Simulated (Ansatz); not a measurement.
Breaking the Al1–Br4 bond in AlBrH2 (SMILES [AlH2][Br]) (multiplicity 1 held, fragments rigid). Energies count from the point at 2.267 Å.
Geometry at that point (charge 0, multiplicity 1):
```xyz
4

Al    -0.835    -1.299     0.206
H     -0.324    -2.329     1.274
H     -2.126    -1.479    -0.668
Br     0.380     0.591    -0.094
```

Signs of static correlation in def2-TZVPP, with CASSCF(6,4), from Ansatz (a program for electronic structure) runs.

```
R (Å)  T1 of restricted CCSD  ⟨S²⟩ of UHF  largest double amplitude of restricted CCSD  weight of the CASSCF reference in MRCISD  CASSCF natural occupations
-----  ---------------------  -----------  -------------------------------------------  ----------------------------------------  --------------------------
1.814                  0.007        0.000                                        0.027                                     0.906         2.00 1.99 1.99 0.01
2.040                  0.008        0.000                                        0.027                                     0.904         2.00 2.00 1.99 0.01
2.267                  0.009        0.000                                        0.029                                     0.902         2.00 2.00 1.99 0.01
2.494                  0.010        0.000                                        0.034                                     0.901         2.00 2.00 1.98 0.02
2.721                  0.011        0.000                                        0.052                                     0.901         2.00 2.00 1.97 0.03
3.061                  0.015        0.000                                        0.082                                     0.901         2.00 2.00 1.95 0.05
3.401                  0.021        0.000                                        0.111                                     0.900         2.00 2.00 1.91 0.09
3.967                  0.040            …                                        0.171                                     0.901         2.00 2.00 1.77 0.23
4.534                      …        0.969                                        0.287                                     0.903         2.00 2.00 1.47 0.53
5.214                  0.150        1.005                                        0.593                                     0.904         2.00 2.00 1.20 0.80
6.121                  0.226        1.012                                        1.084                                     0.904         2.00 2.00 1.06 0.94
7.255                  0.247        1.012                                        1.315                                     0.904         2.00 2.00 1.01 0.99
```

Task: Some entries are withheld; supply them.

Result: 
- 3.967, ⟨S²⟩ of UHF: 0.815
- 4.534, T1 of restricted CCSD: 0.078

Doubts at one or more of the structures used: active orbitals that take no part (SC-NEVPT2 on CASSCF(6,4)/def2-TZVPP); a restricted determinant that unrestricted orbitals would lower (R-CCSD(T)/def2-TZVPP); T1 above 0.05 (R-CCSD(T)/def2-TZVPP, U-CCSD(T)/def2-TZVPP); other coupled-cluster roots lie near (R-CCSD(T)/def2-TZVPP); a spin-contaminated determinant (U-CCSD(T)/def2-TZVPP); the program's own flag: other amplitudes (U-CCSD(T)/def2-TZVPP).
